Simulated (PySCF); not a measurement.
Predicted microwave data (PBE0-D3(BJ)/def2-SVP geometry optimisation, gas phase (PySCF)) for one isomer of C8H10S:

* Rotational constants: A = 4001, B = 754.4, C = 640.0 MHz
* Dipole components: |μa| = 0.55 D, |μb| = 1.32 D, |μc| = 0.05 D
* Inertial defect: -6.60 u·Å²
* κ: -0.93

**Question.** Which structure is it? (One computed conformer of each.)
A. `[CH2:1]=[C:2]1[CH:3]=[C:4]([CH3:5])/[C:6]1=[CH:7]/[S:8][CH3:9]` with C6–C7–S8–C9 178°
B. `[CH3:1][CH2:2][S:3][c:4]1[cH:5][cH:6][cH:7][cH:8][cH:9]1` with C1–C2–S3–C4 -178°, C2–S3–C4–C5 177° (ethyl phenyl sulfide)
C. `[CH3:1][S:2][c:3]1[cH:4][cH:5][cH:6][c:7]([CH3:8])[cH:9]1` with C1–S2–C3–C4 -1°
D. `[CH3:1][c:2]1[cH:3][cH:4][c:5]([SH:6])[cH:7][c:8]1[CH3:9]` with C4–C5–S6–H 0°
E. `[CH3:1][CH2:2][c:3]1[cH:4][cH:5][cH:6][cH:7][c:8]1[SH:9]` with C1–C2–C3–C4 95°, C7–C8–S9–H 2°

**Answer.** B. It is CCSc1ccccc1, a near-prolate asymmetric top. The candidates at the same level (rigid rotor, commonest isotopes):

```json
{"SMILES": "CCSc1ccccc1", "A (MHz)": "4001", "B (MHz)": "754.4", "C (MHz)": "640.0", "μa (D)": "0.55", "μb (D)": "1.32", "μc (D)": "0.05", "Δ (u·Å²)": "-6.60", "point group": "near Cs", "rotor": "near-prolate asymmetric top"}
{"SMILES": "CCc1ccccc1S", "A (MHz)": "1851", "B (MHz)": "1304", "C (MHz)": "816.9", "μa (D)": "0.63", "μb (D)": "0.23", "μc (D)": "0.17", "Δ (u·Å²)": "-41.86", "point group": "C1", "rotor": "asymmetric top"}
{"SMILES": "CSc1cccc(C)c1", "A (MHz)": "3055", "B (MHz)": "863.6", "C (MHz)": "679.1", "μa (D)": "0.14", "μb (D)": "1.02", "μc (D)": "0.00", "Δ (u·Å²)": "-6.45", "point group": "near Cs", "rotor": "asymmetric top"}
{"SMILES": "C=C1C=C(C)/C1=C/SC", "A (MHz)": "2251", "B (MHz)": "859.5", "C (MHz)": "627.0", "μa (D)": "0.22", "μb (D)": "2.39", "μc (D)": "0.05", "Δ (u·Å²)": "-6.53", "point group": "near Cs", "rotor": "asymmetric top"}
{"SMILES": "Cc1ccc(S)cc1C", "A (MHz)": "2934", "B (MHz)": "871.3", "C (MHz)": "677.5", "μa (D)": "1.23", "μb (D)": "0.70", "μc (D)": "0.00", "Δ (u·Å²)": "-6.29", "point group": "Cs", "rotor": "asymmetric top"}
```

`CSc1cccc(C)c1` has A 24 % too low; `CCc1ccccc1S` has B 73 % too high; `Cc1ccc(S)cc1C` has A 27 % too low; `C=C1C=C(C)/C1=C/SC` has A 44 % too low. No structure here is proved a minimum.
